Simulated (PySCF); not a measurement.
# Nuclear quadrupole coupling in `CC[C@@H](OC)[Si@@H](N)O[SiH3]`

Compound: C4H15NO2Si2.
Cartesian coordinates in Å at the GFN2-xTB level; atoms count from 1:
```
atom  x, y, z in Å
C1    -0.784    1.816   -0.849
C2    -1.374    0.414   -0.812
C3    -0.841   -0.400    0.368
O4    -1.380   -1.723    0.391
C5    -2.696   -1.828    0.868
Si6    1.032   -0.765    0.383
N7     1.456   -1.248   -1.214
O8     1.915    0.548    0.747
Si9    3.193    1.530    0.636
H10   -1.201    2.382   -1.680
H11    0.295    1.767   -0.966
H12   -1.004    2.348    0.075
H13   -2.465    0.485   -0.744
H14   -1.130   -0.115   -1.735
H15   -1.130    0.109    1.300
H16   -2.804   -1.329    1.840
H17   -3.425   -1.401    0.170
H18   -2.901   -2.892    0.985
H19    1.312   -1.704    1.472
H20    0.898   -1.968   -1.644
H21    2.430   -1.388   -1.429
H22    3.119    2.350    1.842
H23    3.065    2.318   -0.590
H24    4.408    0.713    0.594
```

Field gradients from the PBE0/pcSseg-1 density (PySCF, non-relativistic), principal values in atomic units, ordered |Vxx| ≤ |Vyy| ≤ |Vzz|:

```json
{"atom": "O4", "Vxx": "-0.0412", "Vyy": "-2.0088", "Vzz": "2.0500"}
{"atom": "N7", "Vxx": "0.2728", "Vyy": "0.6251", "Vzz": "-0.8979"}
{"atom": "O8", "Vxx": "-0.4451", "Vyy": "-0.6400", "Vzz": "1.0851"}
```

**Question.** Find the asymmetry η = (Vxx − Vyy)/Vzz and the couplings χ = eQV/h (234.96 MHz × Q in barn × V in au), with Q(17O) = −0.0256 b, Q(14N) = 0.02044 b.

**Answer.** 
```tsv
atom	environment	nucleus	η	χzz (MHz)	χxx (MHz)	χyy (MHz)
O4	ether oxygen	17O	0.96	-12.33	0.25	12.08
N7	silicon-bound nitrogen	14N	0.39	-4.312	1.310	3.002
O8	siloxane oxygen	17O	0.18	-6.53	2.68	3.85
```

At O4 η is above 0.9: Vyy and Vzz are nearly equal in size and opposite in sign, so a small change could swap them and flip the sign of χzz. 

**Question.** What is Vzz at O8 in SI units (1 au = 9.71736 × 10²¹ V/m²)?

**Answer.** 1.0851 au = 10.544 × 10²¹ V/m².

**Question.** And the gradient at the other heavy atoms, for which no coupling is worked out here?

**Answer.** 
```json
{"atom": "C1", "environment": "methyl carbon", "Vzz (au)": "0.058", "η": "0.44"}
{"atom": "C2", "environment": "chain CH2 carbon", "Vzz (au)": "-0.060", "η": "0.46"}
{"atom": "C3", "environment": "sp3 carbon bound to oxygen", "Vzz (au)": "0.418", "η": "0.44"}
{"atom": "C5", "environment": "methoxy carbon", "Vzz (au)": "0.367", "η": "0.08"}
{"atom": "Si6", "environment": "oxygen-bound silicon", "Vzz (au)": "0.487", "η": "0.47"}
{"atom": "Si9", "environment": "oxygen-bound silicon", "Vzz (au)": "0.541", "η": "0.11"}
```

Were the hydrogens deuterons (Q(2H) = 0.00286 b), χzz would run from 106 kHz (H19, H24 and H23) to 288 kHz (H21 and H20).

Isolated species at its GFN2-xTB geometry (one conformer only). GFN2-xTB bond lengths can be off by several hundredths of an ångström, more for odd bonds, and the gradients follow them. A larger basis could move these couplings by a tenth or more.
